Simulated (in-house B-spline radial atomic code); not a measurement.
## RPA and G0W0 on HSE06: the iodine ion I⁷⁺

Configuration [Kr] 4d10, mean-field start HSE06. Computed with a B-spline radial code for spherical atoms: all electrons, non-relativistic, point nucleus, each spin shell either full or empty, empty states to l = 9 with an (l + 1/2)⁻⁴ tail; G0W0 by contour deformation at full frequency.

Without relativity these are model numbers: it shifts the levels of so heavy an element strongly and can reorder them.

Command:
```bash
python run_gw.py task.json out
```
Settings (radii: box in bohr, nucleus in fm):
```
Z                        53
electrons                46
configuration            [Kr] 4d10
hamiltonian              nr
method                   hse06
lmax                     9
spin_polarised           False
box_radius               8.41
intervals                51
```

Time taken, with all properties: 3 s on 1 thread of Arm Neoverse N1 (shared host).

Energies (hartree):

```
                                     term        value
                         mean-field total  -6908.83927
Hartree-Fock functional on these orbitals  -6907.01168
                      direct second order      -3.9591
                    second-order exchange        1.091
                         SOSEX correction       1.0308
```

(1) What is the RPA correlation energy, and what remains with SOSEX?

Quasi-particle levels (eV):

```tsv
level	occupied	mean field	Σx - vxc	Σc	QP weight	G0W0
4d	yes	-144.04	-9.28	?	?	?
5s	no	-89.87	7.08	-2.08	0.985	-84.87
```

G0W0 = mean field + (Σx - vxc) + Σc, with Σc (partial-wave tail included) taken at the quasi-particle energy. Only the outer levels were computed. Levels of low weight are left out.

(2) Where does G0W0 put 4d?

## Answers

(1) RPA gives -3.5628 hartree (-2.11 eV per electron); RPA + SOSEX gives -2.532, and the second-order doubles -2.8682 hartree (no singles). SOSEX takes back 29 % of the RPA value.

(2) At -153.25 eV, with Σc = 0.07 eV and a quasi-particle weight of 0.968. The tabulated removal energy is 150.81 ± 0.1 eV (NIST, measured); the calculation leaves out relativity, Breit and QED terms, and what these don't explain is the method's own error.
